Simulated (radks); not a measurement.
Ta2+, configuration [Xe] 4f14 5d3. All-electron calculation, scalar-relativistic Kohn-Sham, LDA (Slater exchange, Perdew-Wang correlation), spin-unpolarised, spherical densities, finite nucleus; Fermi nuclear charge, rms radius 5.3507 fm. Program: a radial shooting solver on a logarithmic mesh with Libxc functionals.

Radial electron density D(r) = 4 pi r^2 rho(r):

```
   r/bohr * D(r) (the largest magnitude, 132, reaches the edge; | marks zero)
 0.002563 |           *
 0.003445 |                *
 0.004595 |                       *
 0.006178 |                              *
  0.00824 |                                    *
  0.01108 |                                        *
  0.01478 |                                        *
  0.01987 |                                     *
   0.0265 |                                    *
  0.03562 |                                          *
  0.04751 |                                                    *
  0.06388 |                                                      *
   0.0852 |                                             *
   0.1146 |                                           *
   0.1528 |                                                  *
   0.2054 |                                          *
    0.274 |                          *
   0.3683 |                            *
   0.4913 |                            *
   0.6605 |               *
    0.881 |        *
    1.184 |     *
     1.58 |  *
    2.124 |*
    2.833 *
    3.809 *
     5.08 *
     6.83 *
```

D(r) has 4 maxima, at r = 0.0127, 0.0576, 0.160, 0.425 bohr, and minima at 0.0243, 0.104, 0.302 bohr, inside which lie 1.90, 11.09, 29.83 electrons.
